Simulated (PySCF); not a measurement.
## Working with the constants of CsTl⁻

MN15 constants of CsTl⁻, ²Π (doublet), unpaired electrons π ↑ (basis Cs def2-SVPD with ECP46, Tl def2-SVPD with ECP60; scalar-relativistic core potentials; PySCF 2.14; masses 132.9054 and 204.9744 u):

```
ωe             : 47.3 cm⁻¹
ωexe           : 0.117 cm⁻¹
Be             : 0.013087 cm⁻¹
αe             : 4.75e-05 cm⁻¹
De to Cs⁻ + Tl : 0.73 eV
```

**Question.** What force constant and bond length do these constants imply?

**Answer.** Reduced mass μred = 80.627 u; k = 5.8918×10⁻⁷·μred·ωe² (u, cm⁻¹, mdyn/Å) = 0.106 mdyn/Å; Re = √(16.8576/(μred·Be)) (u, cm⁻¹, Å) = 3.997 Å.

**Question.** Estimate the centrifugal constant D from the Kratzer relation and find the Dunham coefficient a1.

**Answer.** D = 4Be³/ωe² = 4.01e-09 cm⁻¹; a1 = −1 − αeωe/(6Be²) = -3.19.

These are scalar-relativistic numbers at best; spin–orbit coupling would shift them, the dissociation energy most. For an ion De counts to the pair picked by the measured ionisation energies or electron affinities, which need not be the lowest pair at this level. The state is the lowest determinant that a PBE0 search found; another state may lie lower at other levels.
